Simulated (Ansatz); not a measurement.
Total energies of SnH2MeI (CH₅ISn) from Ansatz at r2SCAN-D4/def2-TZVP, gas phase (1 Eh = 27.2114 eV = 2625.5 kJ/mol). The reference geometry is relaxed at PBE0-D4/def2-SVP.

```csv
state,geometry,energy (Eh)
charge 0 singlet,reference,-553.34192
charge 1 doublet,reference,-553.00026
free Sn atom (triplet),–,-214.33064
free H atom (doublet),–,-0.49993
free C atom (triplet),–,-37.83292
free I atom (doublet),–,-297.79508
```

In the def2 sets I, Sn take a core potential; there is no spin–orbit coupling.

Work out the vertical ionisation energy to the doublet.

E(charge 1 doublet) − E(charge 0 singlet) = -553.00026 − (-553.34192) = 0.34166 Eh = 9.30 eV. For comparison, −ε of the highest occupied level is 6.52 eV at this level, 2.78 eV less.

What is the binding energy per atom against free atoms?

Atoms: 1 × (-214.33064) + 5 × (-0.49993) + 1 × (-37.83292) + 1 × (-297.79508) = -552.45829 Eh. Binding: -552.45829 − (-553.34192) = 0.88363 Eh = 24.04 eV, or 3.01 eV for each of 8 atoms (no zero-point energy, no counterpoise term).
